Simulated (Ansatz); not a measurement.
A structure relaxed at PBE-D4/def2-SVP in Ansatz, charge -1, doublet:

```xyz
12

W    -0.855   -1.614   -0.561
W    -0.399   -0.404    1.606
W     1.385    0.042   -0.427
W    -1.073    1.154   -0.603
Se    1.263   -2.210   -1.607
Se   -0.759    3.156   -1.718
Se   -2.517   -0.381   -1.902
Se   -1.595   -2.599    1.586
Se    2.569    1.444   -1.833
Se    1.798    1.102    1.900
Se   -1.888    1.590    1.689
Se    2.072   -1.281    1.870
```

(1) Give its formula.

(2) Summarise the bond lengths by kind (pairs closer than 1.2 times the sum of covalent radii, bridged metal pairs left out).

Results:

(1) the cluster W₄Se₈⁻.

(2) 14 × Se–W 2.31 to 2.74 Å; 1 × Se–Se 2.40 Å; 1 × W–W 2.70 Å.

In the def2 sets W takes a core potential; there is no spin–orbit coupling. The structure comes from a short search, and lower isomers may exist.
